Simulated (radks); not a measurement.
Results of a calculation; reference values are marked as such.
Spherical quantum dot in the effective-mass picture: electrons in a parabolic well V = omega^2 r^2 / 2 with omega = 1.07, with a point charge +2 (a donor) at the centre, all in effective atomic units (hartree* = m*/eps^2 hartree, bohr* = eps/m* bohr), one dielectric constant everywhere. Level of theory: non-relativistic Kohn-Sham, LDA (Slater exchange, Perdew-Wang correlation), spin-polarised, spherical densities (a radial shooting solver with Libxc functionals). Levels are named by radial order and angular momentum (1s, 1p, 1d, 2s, ...), and open shells are averaged over m.

N = 2, configuration 1s2. This is the lowest configuration that the search found. Occupied and some empty levels:

level,occupation,eigenvalue (hartree*),<r> (bohr*)
1s,2,0.15450,0.7204
1p,0,2.2218,1.323
2s,0,2.7983,1.494
1d,0,3.4900,1.672

Energy (hartree*): total -1.87322, kinetic 4.0811, external -7.2977, Hartree 2.5630, exchange-correlation -1.2196. Static polarisability (adiabatic kernel): 0.3697 bohr*^3, against N/omega^2 = 1.747 from the generalised Kohn theorem, which the central charge breaks.
